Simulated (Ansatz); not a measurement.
C₃H₉O₃Sc (`C[O][Sc]([O]C)[O]C`), 16 atoms. The species carries charge 0 and has multiplicity 1. Correlated methods include outer-core shells of Sc, which these sets cover unevenly. Scalar relativity is left out up to krypton. All runs use 2 threads of an AMD EPYC 7R13 on a shared host and a share of an NVIDIA H100 80 GB. Correlated methods freeze the cores. Open-shell runs search over several starts.

Task: How many basis functions does each run have, and how long does it take in Ansatz? RKS r2SCAN-D4/def2-TZVPP energy and forces; RKS PBE0-D4/def2-TZVP frequencies; RHF-CCSD(T)/def2-SVP energy; RKS PBE0-D4/def2-TZVP relaxation (14 steps); RHF-MP2/def2-QZVPP energy; UKS B3LYP-D4/def2-TZVPP energy of the cation; direct RPA on PBE orbitals/def2-TZVPP energy; RHF-CCSD(T)/def2-TZVPP energy; RKS PBE0-D4/def2-QZVPP energy; UHF-CCSD(T)/def2-TZVPP energy of the cation; UKS ωB97M-V/def2-TZVPP energy of the cation; RKS PBE-D4/def2-TZVPP energy and forces. (An estimate is asked.)

Result: The calculation gave: Other jobs shared the machine, so times are rough.

| level | job | functions | wall time | peak host memory (GiB) |
| --- | --- | --- | --- | --- |
| RKS PBE0-D4/def2-QZVPP | energy | 705 | 6.5 s | 1.2 |
| RHF-MP2/def2-QZVPP | energy | 705 | 7 s | 1.3 |
| RHF-CCSD(T)/def2-SVP | energy | 160 | 7.5 s | 0.78 |
| direct RPA on PBE orbitals/def2-TZVPP | energy | 376 | 9.5 s | 1.6 |
| RKS r2SCAN-D4/def2-TZVPP | energy and forces | 376 | 11 s | 0.93 |
| UKS B3LYP-D4/def2-TZVPP | energy of the cation | 376 | 12 s | 1 |
| RKS PBE-D4/def2-TZVPP | energy and forces | 376 | 14 s | 0.9 |
| UKS ωB97M-V/def2-TZVPP | energy of the cation | 376 | 19 s | 1.3 |
| RHF-CCSD(T)/def2-TZVPP | energy | 376 | 22 s | 0.86 |
| RKS PBE0-D4/def2-TZVP | relaxation (14 steps) | 285 | 47 s | 0.94 |
| RKS PBE0-D4/def2-TZVP | frequencies | 285 | 2.4 min | 0.94 |
| UHF-CCSD(T)/def2-TZVPP | energy of the cation | 376 | 5.3 min | 1.6 |

B3LYP here is the variant with VWN-RPA as its local correlation; programs differ in this.
